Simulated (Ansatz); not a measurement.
```yaml
crystal:
  periodic: [false, false, false]
  atoms:
    - {symbol: O, position_ang: [1.086960, 1.214228, -0.016213]}
    - {symbol: Si, position_ang: [-0.007537, -0.020201, -0.003186]}
    - {symbol: F, position_ang: [-1.326124, 0.366238, -0.752381]}
    - {symbol: F, position_ang: [0.697250, -1.214273, -0.727618]}
    - {symbol: F, position_ang: [-0.400548, -0.419592, 1.457998]}
basis:
  gaussian: {orbitals: cc-pVTZ-DK}
magnetization: {spin_polarized: true, initial_magnetization: 1}
hamiltonian: {xc: {name: PBE}}
charge: 1
```

```sh
$ ansatz run in.yaml --threads 4 --pin off --events-out ev --progress --plain --max-ram 10444MiB
```

It prints (some lines left out):

```
Error: YAML parse error: error: line 13 column 1: unknown field `charge`, expected one of crystal, accuracy, basis, kpoints, hamiltonian, magnetization, projection, total_charge, correlation, batch, efield, external_charges, scf, relax, neb, saddle, md, ramp, phonons, dielectric, real_time, elastic, magnetic_configurations, gw, evaluate, workflow, output, checkpoint, execution
11 | magnetization: {spin_polarized: true, initial_magnetization: 1}
12 | hamiltonian: {xc: {name: PBE}}
13 | charge: 1
```

Question: What is wrong with this run?

Answer: The input holds a key that doesn't belong there. The input was rejected before any iteration.
